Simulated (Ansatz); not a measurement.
Total energies of `[SiH3][GeH]1[S][S]1`.

Cartesian coordinates in Å:
```
Si 1.272 0.485 -0.149
Ge -0.730 -0.765 0.047
S -2.532 0.269 -0.686
S -2.220 0.097 1.420
H 2.230 0.047 0.898
H 1.867 0.254 -1.490
H 0.897 1.906 0.031
H -0.784 -2.293 -0.070
```

Charge 0, multiplicity 1. Correlated methods include outer-core shells of Ge, which these sets cover unevenly. Scalar relativity is left out up to krypton. The structure was optimised at the PBE0-D4/def2-TZVP level. Basis def2-TZVPP, the Gaussian-basis code of Ansatz.

RPA on PBE orbitals: Hartree–Fock energy of these orbitals -3161.67340 Eh, correlation -1.21661 Eh (frozen core).

| functional | energy without D4 (Eh) | D4 term (kJ/mol) |
| --- | --- | --- |
| LDA (SPW92) | -3158.26855 | – |
| PBE | -3164.53848 | -25.3 |
| revPBE | -3164.98277 | -60.7 |
| BLYP | -3165.38727 | -53.5 |
| r2SCAN | -3165.25671 | -5.7 |
| PBE0 | -3164.68473 | -21.7 |
| B3LYP | -3165.44547 | -41.6 |
| r2SCANh | -3165.24289 | -6.3 |
| r2SCAN0 | -3165.22373 | -7.1 |
| BHLYP | -3165.31428 | -38.1 |
| CAM-B3LYP | -3165.48262 | -22.8 |
| LC-ωPBE | -3164.74341 | – |
| ωB97X-V | -3164.98526 | – |
| ωB97M-V | -3165.15702 | – |

**Question.** Give the same for B97M-V, HSE06 (plane-wave form), B2PLYP, PBE-QIDH. (An estimate is asked.)

**Answer.** Ansatz gave: 
```tsv
functional	energy without D4 (Eh)	D4 term (kJ/mol)
B97M-V	-3164.68269	–
HSE06 (plane-wave form)	-3164.66405	-20.7
B2PLYP	-3164.59839	–
PBE-QIDH	-3164.09831	–
```

B3LYP takes the VWN-RPA correlation (the form of Gaussian; ORCA's B3LYP/G). HSE06 is the plane-wave form, built on full-range PBE exchange. The double hybrids freeze the cores in their second-order part.

LC-ωPBE has ω = 0.4 bohr⁻¹.
